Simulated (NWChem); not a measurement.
Species: 1,3,5-triazine (C3H3N3); SMILES c1ncncn1

All runs: NWChem. Structure relaxed at the B3LYP/6-31G* (spherical d) level. Total energies compare along this basis series because the functional is fixed.

```tsv
level	basis functions	energy (Ha)	highest occupied level (eV)	orbital gap (eV)
Hartree-Fock/cc-pVDZ	99	-278.7166	-11.83	14.47
Hartree-Fock/aug-cc-pVDZ	165	-278.7318	-11.98	12.93
Hartree-Fock/cc-pVTZ	222	-278.7861	-11.93	14.37
```
